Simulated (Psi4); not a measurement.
Intermolecular potential of CH4S ··· Li+ (SMILES CS and [Li+]) (charge +1). Monomers: optimised at B3LYP-D3(BJ) (def2-TZVP), held rigid. Orientation: lowest of the rigid-body minima from ten starts at GFN2-xTB (searched outside a hard wall at short contacts). Only R, the distance of the centres of mass, is varied, so the lowest point isn't the relaxed dimer. The shortest distances reach bonding range, where SAPT0 and rigid monomers are unreliable.

Calculation: SAPT0/jun-cc-pVDZ, all electrons correlated (Psi4).

Components in kJ/mol:

```csv
R / Å,electrostatics,exchange,induction,dispersion,total
2.35,-127.39,146.81,-91.07,-1.18,-72.83
2.52,-109.07,86.33,-77.94,-0.68,-101.36
2.71,-90.85,46.80,-66.67,-0.39,-111.12
2.94,-73.45,21.68,-55.19,-0.22,-107.17
3.12,-63.11,11.66,-47.13,-0.15,-98.73
3.42,-50.51,4.05,-35.36,-0.08,-81.90
3.71,-41.87,1.45,-26.11,-0.04,-66.57
4.24,-30.90,0.25,-14.49,-0.02,-45.16
4.91,-21.95,0.03,-6.98,-0.01,-28.90
5.88,-14.36,0.00,-2.89,0.00,-17.25
7.22,-9.00,0.00,-1.17,0.00,-10.17
```
